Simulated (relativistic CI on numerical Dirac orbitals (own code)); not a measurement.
**Main line and satellite in the 2p photoemission of Cu2+: a two-state model**

Problem. An octahedral Cu2+ site (d9) has Δ = 0.5, V(eg) = 2.2, 10Dq = 1.35, 10Dq(ligand) = 1.1 and a core-hole attraction U_cd = 9.6 eV. Δ is defined between configuration averages. Find the d count, the distance of the satellite and its intensity.

Working.
1. The hole has eg symmetry. Its energy is −0.6 × 10Dq in d9 and Δ − 0.6 × 10Dq(ligand) in d10L, so the gap is Δ' = 0.65 eV.
2. Ground state cos θ |d9⟩ − sin θ |d10L⟩ with tan 2θ = 2V/Δ', θ = 40.8°: weights 0.573 and 0.427, n_d = 9.427.
3. The core hole pulls d10L down by U_cd: the gap becomes Δ' − U_cd = -8.95 eV, the hopping is V' = 2.20 eV, and tan 2θ' = 2V'/(Δ' − U_cd) gives θ' = 76.9°.
4. The two final states lie W = √[(Δ' − U_cd)² + 4V'²] = 9.97 eV apart. The lower, mostly d10L, is the main line.
5. In the sudden approximation the intensities are cos²(θ' − θ) and sin²(θ' − θ), so satellite/main = tan²(36.1°) = 0.53.

Check. The full cluster calculation (with spin-orbit coupling and 2p-3d multiplets, which spread the d9 satellite) gives n_d = 9.426; in its broadened 2p3/2 spectrum, cut halfway, the centroids lie 9.90 eV apart with an area ratio of 0.55.
